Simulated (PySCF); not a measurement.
Ge2H6Se.
Numbering: `[GeH3:1][Se:2][GeH3:3]` (hydrogens: H4, H5, H6 on Ge1; H7, H8, H9 on Ge3)

Structure used (PBE0-D3(BJ)/def2-SVP), in Å, numbered top down from 1:
```xyz
9
Ge2H6Se angstrom
Ge     1.783    0.706    0.187
Se     0.105    0.876   -1.461
Ge    -1.437   -0.522   -0.355
H      2.264   -0.751    0.300
H      2.929    1.617   -0.276
H      1.239    1.171    1.551
H     -0.874   -1.950   -0.245
H     -2.706   -0.506   -1.219
H     -1.734    0.026    1.052
```

The calculation used MP2 and CCSD/aug-cc-pVDZ in PySCF, restricted Hartree–Fock reference, 27 core orbitals frozen, non-relativistic, gas phase, PBE0-D3(BJ)/def2-SVP geometry.

E(HF) = -6554.01488 Eh.

**Question.** How large is the problem?

**Answer.** 162 basis functions and 104 electrons; 27 orbitals frozen, which leaves o = 25 correlated occupied and v = 110 virtual orbitals. That is o·v = 2750 singles and o·v(o·v + 1)/2 = 3782625 distinct closed-shell doubles amplitudes before symmetry; the costliest CCSD step grows as o²v⁴ = 9.2 × 10^10.

**Question.** What are the MP2 and CCSD correlation energies?

**Answer.** MP2 -0.4015 Eh and CCSD -0.4548 Eh, which gives totals of -6554.41637 and -6554.46966 Eh. That is 0.248 eV for each correlated electron at CCSD (1194 kJ/mol in all, 0.007 % of the total energy); MP2 gives 88.3 % of the CCSD value.

**Question.** What is the T1 diagnostic?

**Answer.** 0.0082, below the customary warning level of 0.02. It is the norm of the spatial-orbital singles amplitudes over the root of the number of correlated electrons, so the norm is 0.058.

**Question.** How does correlation change the dipole moment?

**Answer.** HF gives 1.41 D and CCSD (unrelaxed density) 1.15 D, a change of -0.26 D.

Connected triples and the basis-set limit are missing.

The job also held the EOM ionisation roots. Time: 9.9 min; peak memory 2.8 GiB. Hardware: one thread, Arm Neoverse V1 (aarch64), shared host with 32 logical CPUs at a one-minute load of 17.
